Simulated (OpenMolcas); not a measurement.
Computed levels of 5s² 5p³ in ions with 51 electrons, in cm-1 above ⁴S°_3/2.

```yaml
Program: OpenMolcas
Method: XMS-CASPT2, IPEA 0.25 Eh, imaginary shift 0.1 Eh
Basis: ANO-RCC-VTZP
Scalar_Hamiltonian: DKH2, point nucleus
Spin-orbit_coupling: RASSI with atomic mean-field integrals over the reference wave functions, term energies averaged over their components
```

Active space for each ion: 3 electrons in 3 orbitals (5p); closed shells correlated by CASPT2: 4d 5s.

```
  Level     Sb    Te+   Xe3+
²D°_3/2   9150  10620  13460
²D°_5/2  10230  12460  17210
²P°_1/2  17000  20790  28130
²P°_3/2  18540  23570  34430
```

Task: Estimate ²D°_3/2, ²D°_5/2 for I2+ from its neighbours Te+ and Xe3+.

Result: ²D°_3/2 is another term, which grows about linearly with the charge: (10620 + 13460) / 2 = 12040. The calculation gives 12000, so the estimate is off by +0.3 %.
²D°_5/2 is another term, which grows about linearly with the charge: (12460 + 17210) / 2 = 14835. The calculation gives 14770, so the estimate is off by +0.4 %.

Term energies are means over components that CASPT2 splits; among the terms shown or strongly mixed into the levels shown the widest spread is 1900 cm-1 (5s² 5p³ ²D°, Sb). With the s shell closed, the reference lacks s² → p² mixing. Levels of configurations outside the active space are missing.

° marks odd parity.
